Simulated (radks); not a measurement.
Initial-state core-level shifts of the chromium ion Cr+ when its valence configuration changes from [Ar] 3d5. Method: Dirac Kohn-Sham, LDA (Slater exchange, Perdew-Wang correlation), spin-unpolarised, spherical densities, finite nucleus; open shells fill j = l - 1/2 first; Fermi nuclear charge, rms radius 3.6452 fm; computed with a radial shooting solver on a logarithmic mesh with Libxc functionals. Shifts are changes of the shell-averaged eigenvalues in eV (positive: less bound); the change of the density at the nucleus, which sets a Mossbauer isomer shift, is in e/bohr^3, on a base of 1.136e+04.

| valence | 1s | 2s | 2p | 3s | density at nucleus |
|---|---|---|---|---|---|
| 3d3 4s2 | -11.157 | -12.759 | -12.606 | -10.922 | +16.684 |
| 3d3 4s1 4p1 | -12.442 | -14.015 | -13.860 | -12.194 | +10.038 |
| 3d4.5 4s0.5 | -2.234 | -2.548 | -2.516 | -2.286 | +3.254 |
| 3d4 4s1 | -4.829 | -5.511 | -5.444 | -4.876 | +7.044 |
| 3d2 4s1 4p2 | -21.251 | -24.003 | -23.738 | -20.254 | +13.989 |
| 3d4.5 4p0.5 | -2.883 | -3.161 | -3.130 | -2.937 | +0.450 |
| 3d4 4p1 | -6.125 | -6.751 | -6.684 | -6.171 | +1.077 |
| 3d3 4p2 | -13.664 | -15.214 | -15.054 | -13.409 | +2.946 |
| 3d3.5 4p1.5 | -9.735 | -10.786 | -10.675 | -9.680 | +1.912 |
